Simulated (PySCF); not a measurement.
Electron affinity of Ti by level of theory

Ti- [Ar] 3d3 4s2 (4F) → Ti [Ar] 3d2 4s2 (3F), as a difference of total energies. Computed with PySCF 2.14 in def2-QZVPPD (11s6p5d3f2g, 93 functions), with no relativity, point nucleus. Correlated levels: valence and next inner shell: [Ne] frozen. The calculations carry no spin-orbit coupling.

| method | electron affinity (eV) |
| --- | --- |
| UHF | -1.021 |
| MP2 (valence and next inner shell) | -0.164 |
| SCS-MP2 (valence and next inner shell) | -0.583 |
| CCSD (valence and next inner shell) | -0.175 |
| CCSD(T) (valence and next inner shell) | -0.037 |

These non-relativistic numbers lack the scalar-relativistic shift.

The reference lies between the lowest fine-structure levels, while these numbers refer to the centres of the terms.

Errors of the correlated levels include the incompleteness of this basis and the frozen core.

A negative affinity means that the anion lies above the atom at that level of theory.

The coupled-cluster amplitudes are large for Ti- (T1 above 0.03 or a double amplitude above 0.15), so a single reference is strained.

For comparison: 0.076 eV (measured; photodetachment measurements, as compiled on the Wikipedia data page of electron affinities).
